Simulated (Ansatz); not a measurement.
Relaxed structures of CH4BrSi (charge +1), closed shell (PBE0-D4/def2-TZVP; forces vanish, vibrations not checked; lower isomers may exist, and structures with a doubtful reference or unclear bonds are left out; Å). Ansatz 0.2.0; basis: def2-TZVPP; cores frozen in the correlated methods. Filled d shells of the heavier atoms are correlated. The def2 sets are not built for correlating such inner shells, so the correlated values are less sure here.

(1) Rank them by CCSD(T) energy, lowest first, and give each one's height above the lowest. Links in brackets join atoms within 1.22 times the sum of their covalent radii (1.1 for two metals). (To be estimated.)
A.
CH₄BrSi ([CH3][SiH][Br]), total charge +1
```
7
angstrom
Si 0.7897 -0.6464 0.1440
C -0.6042 0.4723 -0.1557
Br 1.8249 -0.7196 1.9837
H -1.4760 -0.1289 -0.4460
H -0.3589 1.1095 -1.0157
H -0.8434 1.0876 0.7118
H 1.2793 -1.5729 -0.8913
```
B.
CH₄BrSi ([CH2]1[SiH2][Br]1), total charge +1
```
7
angstrom
Si -0.3587 0.1904 -0.3715
C 0.9049 -1.1276 -0.1685
Br 1.1030 0.0897 1.4429
H -1.7299 -0.0789 0.0796
H -0.0310 1.3509 -1.2095
H 0.6284 -2.1107 0.2013
H 1.8410 -1.0901 -0.7182
```
C.
CH₄BrSi ([SiH3][CH][Br]), total charge +1
```
7
angstrom
Si -0.6997 0.5383 -0.1971
C 0.7692 -0.6366 0.1273
Br 1.6872 -0.7591 1.6299
H -1.7543 -0.4353 -0.5738
H -0.1883 1.2955 -1.3667
H -0.9385 1.3173 1.0290
H 1.1244 -1.3202 -0.6486
```
D.
CH₄BrSi ([SiH2][CH][BrH]), total charge +1
```
7
angstrom
Si -0.4098 0.2394 -0.5114
C 0.5825 -0.8693 0.3476
Br 1.3976 -0.3410 1.9684
H -1.1200 -0.2346 -1.7084
H -0.5350 1.6266 -0.0377
H 2.7722 -0.1020 1.5635
H 0.7547 -1.9200 0.1568
```

T1 diagnostic: at most 0.021.

Results:

(1) The calculation gives: A (0.00 kcal/mol), B (28.75 kcal/mol), C (67.81 kcal/mol), D (84.28 kcal/mol). Heights count from the lowest.

For scale, one of the runs: CCSD(T)/def2-TZVPP, 177 basis functions, launched by `ansatz run in.yaml --threads 2 --pin off --events-out ev --progress --plain --max-ram 4352MiB`. Time: 58 s of wall clock on 2 CPU threads of an Arm Neoverse V2; the host was shared. Peak host memory: 1.6 GiB.
